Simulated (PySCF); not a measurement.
Vertical excitations of a molecule C3H5BO2 from TDA-PBE/def2-SVPD in PySCF 2.14.0, as energy in eV (oscillator strength): 2.48 (0.000), 4.17 (0.109), 4.35 (0.000), 4.71 (0.000), 5.35 (0.000), 5.72 (0.001), 6.15 (0.041), 6.53 (0.063), 6.63 (0.000), 6.64 (0.009). Lowest triplet (TDA): 1.92 eV. The structure is a stationary point at B3LYP-D3(BJ)/def2-SVP. Other conformers were not sampled.

**Question.** Which molecule gave these data?
A) C=CB(O)C=O
B) O=CB1CCO1
C) CC#CB(O)O
D) O=CB1COC1

**Answer.** A, C=CB(O)C=O
